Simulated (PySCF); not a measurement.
**Computed structure and properties of [WO2F2]−**

System: [WO2F2]− (doublet); start: template (C2v). Method: PySCF 2.14.0, UKS B3LYP, W def2-SVP with ECP60, O def2-SVP, F def2-SVP; non-relativistic Hamiltonian with scalar-relativistic core potentials where named; density fitting; no spin-orbit coupling.

Input of the relaxation:

```python
mol = gto.M(atom='''
W      0.00000     0.00000     0.04028
O      0.87160     0.87160     0.91188
O     -0.87160    -0.87160     0.91188
F      1.00300    -1.00300    -0.96272
F     -1.00300     1.00300    -0.96272''',
    basis={'W': 'def2-SVP', 'O': 'def2-SVP', 'F': 'def2-SVP'},
    ecp={'W': 'def2-SVP'},
    charge=-1, spin=1)
mf = dft.UKS(mol, xc='B3LYP')
mf.grids.atom_grid = (50, 194)
mf = mf.density_fit()  # fitting sets: W def2-universal-JKFIT, O def2-universal-JKFIT, F def2-universal-JKFIT
mf.conv_tol = 1e-08; mf.max_cycle = 55
mf.kernel(dm0)  # dm0: converged density of the start geometry
# quasi-Newton relaxation in Cartesian coordinates to a largest gradient under 0.00045 Eh/bohr, steps kept in the point group
```

Run from Python with OMP_NUM_THREADS=2; the lines above give its settings. Where DIIS fails, smearing, a level shift and second-order steps follow.
It took 34 s on 2 threads of Arm Neoverse V2, with other jobs on the host, from the converged density of the start.

Course of the relaxation:

| step | energy above end (eV) | largest force component within the symmetry (eV/Å) |
| --- | --- | --- |
| 0 | 6.9307 | 17.257 |
| 1 | 1.6776 | 7.281 |
| 2 | 0.7167 | 2.911 |
| 3 | 0.5467 | 1.388 |
| 4 | 0.4359 | 2.036 |
| 5 | 0.3330 | 1.637 |
| 6 | 0.0206 | 1.035 |
| 7 | 0.0042 | 0.184 |
| 8 | 0.0004 | 0.052 |
| 9 | 0.0001 | 0.055 |
| 10 | 0.0000 | 0.025 |
| 11 | 0.0000 | 0.004 |

Relaxed geometry (C2v):

```xyz
5

W     0.0000    0.0000    0.1975
O     1.0277    1.0277    1.1632
O    -1.0277   -1.0277    1.1632
F     0.8937   -0.8937   -1.2926
F    -0.8937    0.8937   -1.2926
```

```
  contact      Å
W1–O2 (O)  1.745
W1–O3 (O)  1.745
W1–F4 (F)  1.954
W1–F5 (F)  1.954
```

On the finer grid (75, 302):

* HOMO: -0.06 eV
* LUMO: 2.92 eV
* Dipole about the centre of mass: 0.34 D
* Spin squared: 0.754
* Set of Mulliken populations of W1 outside the core potential: s 2.56, p 6.45, d 4.00, f 0.19
* D3(BJ) dispersion energy (not in the energies): -0.167 eV

```csv
atom,Mulliken (e),Löwdin (e),spin (e)
W1,0.81,0.08,0.96
O2,-0.48,-0.27,-0.02
O3,-0.48,-0.27,-0.02
F4,-0.43,-0.27,0.04
F5,-0.43,-0.27,0.04
```

On the grid (50, 194), as all that follows. Harmonic modes: a minimum within the noise of the softest modes; lowest 60 cm⁻¹ (negative: unstable), highest 973 cm⁻¹, zero-point energy 0.255 eV.

Rigid scan of O along the line from its metal:

```json
{"distance to O2 (Å)": "1.44", "energy (eV)": "3.784"}
{"distance to O2 (Å)": "1.54", "energy (eV)": "1.391"}
{"distance to O2 (Å)": "1.64", "energy (eV)": "0.289"}
{"distance to O2 (Å)": "1.74", "energy (eV)": "0.000"}
{"distance to O2 (Å)": "1.84", "energy (eV)": "0.208"}
{"distance to O2 (Å)": "1.94", "energy (eV)": "0.710"}
{"distance to O2 (Å)": "2.04", "energy (eV)": "1.372"}
{"distance to O2 (Å)": "2.19", "energy (eV)": "2.485"}
```

Taking off one F (charge -1, singlet; the rest: doublet) in vacuum, both parts rigid, costs 6.52 eV; the small basis without counterpoise inflates it.

Rigid scan of F along the line from its metal:

distance to F4 (Å), energy (eV) and a bar:
```
     1.65      1.693 ##############
     1.75      0.624 #####
     1.85      0.130 #
     1.95      0.000 
     2.05      0.093 #
     2.15      0.318 ###
     2.35      0.948 ########
     2.65      1.943 ################
     3.05      2.963 ########################
     3.55      3.661 ##############################
```

One start shape was tried, so this needn't be the lowest isomer.

Open shells may have lower solutions than the one found.
